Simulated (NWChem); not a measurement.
CH$_{3}$IOPb, singlet; SMILES [Pb]([O]C)[I]

```xyz
7

Pb     0.4802     0.9378     0.0000
I     -0.3787    -1.7819     0.0006
O     -1.3723     1.9114    -0.0012
C     -2.6811     1.4393    -0.0026
H     -2.7532     0.3342     0.0034
H     -3.2282     1.8139     0.8837
H     -3.2231     1.8035    -0.8962
```
Atoms are numbered in this order, from 1.

Level: PBE0/def2-SVP with def2 effective core potentials on I, Pb (NWChem), optimised geometry, unscaled harmonic frequencies. Low-valent species are run as closed-shell singlets; no triplet was tried in these runs. def2 effective core potentials on I, Pb; no spin-orbit coupling.

Problem. List the harmonic frequencies with IR intensities, and the thermochemistry.

Solution. 
| frequency (cm⁻¹) | IR intensity (km/mol) |
|---|---|
| 82 | 1.0 |
| 91 | 0.0 |
| 133 | 14.3 |
| 159 | 17.8 |
| 234 | 12.2 |
| 472 | 72.2 |
| 1154 | 184.9 |
| 1165 | 1.7 |
| 1183 | 9.6 |
| 1461 | 31.5 |
| 1466 | 0.8 |
| 1468 | 12.4 |
| 2985 | 108.0 |
| 3070 | 29.5 |
| 3071 | 42.0 |

```
Quantity                                                                           Result
-----------------------------------------------------------------------  ----------------
zero-point energy                                                           26.0 kcal/mol
thermal correction to the enthalpy at 298.15 K (with zero-point energy)     30.7 kcal/mol
heat capacity Cv                                                         17.7 cal/(mol K)
entropy at 298.15 K and 1 atm (symmetry number 1)                        89.4 cal/(mol K)
```

Rigid rotor and harmonic oscillator; modes under 100 cm⁻¹ make the entropy uncertain.
